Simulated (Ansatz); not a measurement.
Consider the atomization: `[Cu][Br]` → Br• + Cu•.

Gas-phase electronic energies from Ansatz, PBE0-D4/def2-TZVP geometries. CCSD(T)/CBS is the MP2 limit (def2-TZVPP, def2-QZVPP) plus CCSD(T) − MP2 in def2-TZVPP, frozen cores. No spin–orbit coupling; open shells (•) take unrestricted orbitals. Spin–orbit coupling would lower the free atoms: clearly for Br. For Br, Cu outer-core shells are correlated without core-valence functions, so the limit isn't a true one: a few kJ/mol of doubt a bond, and 10 to 20 or more in all where bonds break to atoms. Scalar relativity is left out up to krypton.

```tsv
species	CCSD(T)/CBS(def2) energy (Eh)
`[Cu][Br]`	-4212.85462
Br•	-2573.26688
Cu•	-1639.45547
```

(1) Work out ΔE.

Largest T1 diagnostic among the species: 0.022, so the coupled-cluster value is less sure than usual.

## Answers

(1) ΔE = (-2573.26688) + (-1639.45547) − (-4212.85462) = 0.13227 Eh = +3.60 eV.

In def2-TZVPP, CCSD(T) changes the Hartree–Fock value by +0.99 eV (the triples alone add +0.09 eV) and MP2 by +1.18 eV; breaking electron pairs costs correlation energy, which Hartree–Fock lacks. From PBE to PBE0 (25 % exact exchange), in def2-TZVPP and without D4, ΔE moves by −0.06 eV: exact exchange takes away binding that semilocal exchange gives to molecules. At CCSD(T), def2-SVP lies −0.34 eV from the extrapolated value and def2-TZVPP −0.24 eV: correlation converges slowly with the basis, and small sets miss more of it in the bonded molecule than in its fragments.

For atomizations the MP2-based limit and the directly extrapolated one differ by several kJ/mol either way, and by 10 to 25 for some Ge, Se and Sn compounds, so smaller differences from it don't rank the levels.
